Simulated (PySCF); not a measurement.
Dipole moment and polarisability of tropone

Species: tropone, C₇H₆O.
SMILES with atom numbers: `[O:1]=[c:2]1[cH:3][cH:4][cH:5][cH:6][cH:7][cH:8]1` (hydrogens: H9 on C3; H10 on C4; H11 on C5; H12 on C6; H13 on C7; H14 on C8)

Geometry (PBE0-D3(BJ)/def2-SVP, Å), atoms numbered from 1 in this order:
```xyz
14
C7H6O angstrom
O      1.8553   -2.1198   -0.0902
C      1.0345   -1.2126   -0.0872
C      1.5029    0.1809   -0.0991
C      0.8206    1.3560   -0.0676
C     -0.5896    1.6030   -0.0198
C     -1.6007    0.6896   -0.0084
C     -1.4988   -0.7388   -0.0414
C     -0.3995   -1.5376   -0.0776
H      2.5957    0.2298   -0.1330
H      1.4395    2.2589   -0.0801
H     -0.8801    2.6571    0.0069
H     -2.6194    1.0862    0.0265
H     -2.4601   -1.2626   -0.0361
H     -0.5607   -2.6200   -0.0972
```

Level: B3LYP/def2-SVPD (PySCF), static field, nuclei fixed, core orbitals frozen in the response. The polarisability tensor in these axes (au):

```
x   108.01 -11.03  -1.34
y   -11.03 110.28   0.86
z    -1.34   0.86  48.60
```

Problem. What are the eigenvalues, a third of the trace, and Δα (Δα² = ½Σ(αi − αj)² over the three pairs)?

Solution. Principal values 48.56, 98.06 and 120.26 au; mean 88.96 au = 13.18 Å³ = 14.67 × 10⁻⁴⁰ C²·m²/J; Δα = 63.58 au (71 % of the mean).

Problem. What is the dipole moment, and where does it point?

Solution. (-3.16, 3.49, 0.04) D, 4.71 D in size, pointing from the negative to the positive side. Measured along this direction, the outermost atoms are O1 at the negative end and H12 and H11 at the positive end.

Problem. In a dilute gas of rigid molecules at 273 K, how does the orientational term μ²/3kT compare with the electronic polarisability?

Solution. In Gaussian units μ²/3kT = 196.28 Å³ against 13.18 Å³, a ratio of 14.89; the Debye molar polarisation (4π/3)N_A(α + μ²/3kT) is 528.4 cm³/mol, leaving out the vibrational part.

Problem. Molar refractivity from α?

Solution. Lorentz–Lorenz: R = (4π/3)N_A α = 2.5225 cm³/(mol·Å³) × 13.18 Å³ = 33.3 cm³/mol, in the limit of long wavelengths.

Problem. Give the principal axes and the span of the nuclei along them.

Solution. Largest value along (-0.67, 0.74, 0.02), where the nuclei span 5.38 Å; middle along (0.74, 0.67, -0.01), 5.25 Å; least along (0.02, -0.01, 1.00), 0.05 Å. 

Problem. Rayleigh depolarisation ratio (linearly polarised light, static tensor)?

Solution. ρ = 3Δα²/(45ᾱ² + 4Δα²) = 12126.5/(356126 + 16168.6) = 0.0326.

Problem. Traceless (Buckingham) quadrupole moment about the centre of nuclear charge: eigenvalues?

Solution. -9.88, -2.52, 12.40 D·Å. The values depend on the origin, since the dipole doesn't vanish. The electronic extent ⟨r²⟩ about the same centre is 877 bohr², a root-mean-square distance of 2.09 Å for the 56 electrons.

Isolated species at its PBE0-D3(BJ)/def2-SVP geometry, gas phase.

These values come from a run that also computed excited states and ΔSCF ions. Hardware: Arm Neoverse V1, one thread, no GPU, on a shared host. Cost: 2.2 min.
